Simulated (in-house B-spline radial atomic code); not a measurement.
Hf3+: [Xe] 4f14 5d1

All numbers are computed (Dirac-Kohn-Sham BLYP, spherical fractional occupations; Fermi nucleus of rms radius 5.347 fm) with a B-spline radial code for spherical atoms, not measured.

Effective charges: Z_r = [3n² - l(l+1)]/(2<r>) from the radius, Z_e = n√(-2ε) from the energy, and Slater's rules. Values are occupation-weighted means over j. An effective charge above Z reflects the relativistic contraction of the inner shells.

| shell | electrons | ε (eV) | <r> (bohr) | Z_r | Z_e | Slater |
| --- | --- | --- | --- | --- | --- | --- |
| 1s | 2 | -65213 | 0.01899 | 78.99 | 69.23 | 71.70 |
| 2s | 2 | -11169 | 0.07977 | 75.21 | 57.30 | 67.85 |
| 2p | 6 | -9876 | 0.07127 | 70.16 | 53.88 | 67.85 |
| 3s | 2 | -2565.4 | 0.2082 | 64.84 | 41.19 | 60.75 |
| 3p | 6 | -2173.8 | 0.2077 | 60.20 | 37.92 | 60.75 |
| 3d | 10 | -1679.7 | 0.189 | 55.56 | 33.33 | 50.85 |
| 4s | 2 | -538.28 | 0.4682 | 51.26 | 25.16 | 44.25 |
| 4p | 6 | -408.55 | 0.4965 | 46.32 | 21.92 | 44.25 |
| 4d | 10 | -233.31 | 0.5355 | 39.21 | 16.56 | 32.85 |
| 5s | 2 | -93.917 | 1.131 | 33.15 | 13.14 | 14.35 |
| 5p | 6 | -62.732 | 1.322 | 27.61 | 10.74 | 14.35 |
| 4f | 14 | -43.874 | 0.6744 | 26.69 | 7.18 | 21.45 |
| 5d | 1 | -27.125 | 1.956 | 17.64 | 7.06 | 4.00 |

The least bound orbital is 5d5/2 at -26.85 eV, and it is also the most diffuse (<r> = 1.975 bohr).

Spin-orbit splittings of the orbital energies (j = l + 1/2 above j = l - 1/2 when positive): 2p 1192 eV, 3p 255.5 eV, 3d 55.73 eV, 4p 58.49 eV, 4d 10.71 eV, 5p 7.967 eV, 4f 1.749 eV, 5d 0.684 eV.

For the 1s electron the small component carries 7.33 % of the norm, the zero-frequency Breit interaction raises the level by 222.2 eV, self-energy by 137.7 eV, and vacuum polarisation lowers it by 25.28 eV.
